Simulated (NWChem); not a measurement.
# Si2H5OCl; SMILES [SiH2]([SiH2]O)Cl

```xyz
9

O     -1.2164     1.8492     0.3112
Si     0.3076     1.6233    -0.3273
Si     0.9151    -0.5687     0.2717
Cl    -0.9188    -1.5726     0.0799
H     -1.7727     1.0608     0.2920
H      1.2067     2.6591     0.2525
H      0.3397     1.7353    -1.8199
H      1.9068    -1.2425    -0.6165
H      1.3556    -0.7171     1.6898
```
Atoms are numbered in this order, from 1.

Level: PBE0/def2-SVP (NWChem), optimised geometry, unscaled harmonic frequencies. 

```json
[
 {"frequency (cm⁻¹)": "53", "IR intensity (km/mol)": "2.9"},
 {"frequency (cm⁻¹)": "101", "IR intensity (km/mol)": "4.6"},
 {"frequency (cm⁻¹)": "206", "IR intensity (km/mol)": "8.4"},
 {"frequency (cm⁻¹)": "338", "IR intensity (km/mol)": "118.6"},
 {"frequency (cm⁻¹)": "405", "IR intensity (km/mol)": "25.7"},
 {"frequency (cm⁻¹)": "424", "IR intensity (km/mol)": "9.6"},
 {"frequency (cm⁻¹)": "530", "IR intensity (km/mol)": "45.3"},
 {"frequency (cm⁻¹)": "569", "IR intensity (km/mol)": "4.7"},
 {"frequency (cm⁻¹)": "677", "IR intensity (km/mol)": "8.1"},
 {"frequency (cm⁻¹)": "720", "IR intensity (km/mol)": "19.4"},
 {"frequency (cm⁻¹)": "795", "IR intensity (km/mol)": "281.4"},
 {"frequency (cm⁻¹)": "822", "IR intensity (km/mol)": "46.3"},
 {"frequency (cm⁻¹)": "888", "IR intensity (km/mol)": "266.1"},
 {"frequency (cm⁻¹)": "922", "IR intensity (km/mol)": "140.9"},
 {"frequency (cm⁻¹)": "943", "IR intensity (km/mol)": "57.2"},
 {"frequency (cm⁻¹)": "957", "IR intensity (km/mol)": "72.9"},
 {"frequency (cm⁻¹)": "2211", "IR intensity (km/mol)": "105.3"},
 {"frequency (cm⁻¹)": "2235", "IR intensity (km/mol)": "69.6"},
 {"frequency (cm⁻¹)": "2247", "IR intensity (km/mol)": "104.4"},
 {"frequency (cm⁻¹)": "2259", "IR intensity (km/mol)": "111.0"},
 {"frequency (cm⁻¹)": "3875", "IR intensity (km/mol)": "93.5"}
]
```

```yaml
zero_point_energy: 31.7 kcal/mol
thermal correction to the enthalpy at 298.15 K (with zero-point energy): 36.6 kcal/mol
heat capacity Cv: 23.3 cal/(mol K)
entropy at 298.15 K and 1 atm (symmetry number 1): 83.3 cal/(mol K)
dipole_moment: 1.26 D
```

Rigid rotor and harmonic oscillator; modes under 100 cm⁻¹ make the entropy uncertain.
